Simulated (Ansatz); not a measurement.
Stepwise reaction of `N[Si](O)(F)F` with hydrogen chloride, as a gas-phase model of exchange steps in deposition or etching. ΔE in kJ/mol.

Program: Ansatz. Geometries: PBE0-D4/def2-TZVP. ΔE: electronic, gas phase. CCSD(T)/CBS is the MP2 limit (def2-TZVPP, def2-QZVPP) plus CCSD(T) − MP2 in def2-TZVPP, frozen cores. This one scheme is used for every species. DFT in def2-TZVPP. B3LYP here is the variant with VWN-RPA as its local correlation; programs differ in this. Each species was taken in one conformer, which may not be the lowest.

| step | reaction | PBE-D4 | B3LYP-D4 | ωB97M-V | CCSD(T)/CBS |
| --- | --- | --- | --- | --- | --- |
| 1 | `N[Si](O)(F)F` + HCl → `N[Si](O)(F)Cl` + H–F | 44.0 | 54.4 | 53.0 | 52.2 |
| 2 | `N[Si](O)(F)Cl` + HCl → `N[Si](O)(Cl)Cl` + H–F | 44.0 | 54.3 | 53.4 | 51.2 |

**Question.** By hand: ΔE of the 2 steps together at CCSD(T)/CBS.

**Answer.** (52.2) + (51.2) = 103.4 kJ/mol, or 51.7 kJ/mol a step.

In ΔE the steps differ by no more than 1.0 kJ/mol. All are uphill at CCSD(T)/CBS. PBE-D4 differs from CCSD(T)/CBS by -8.2 to -7.2 kJ/mol a step. Isolated molecules leave out the surface, adducts and barriers. Largest T1 diagnostic: 0.011.
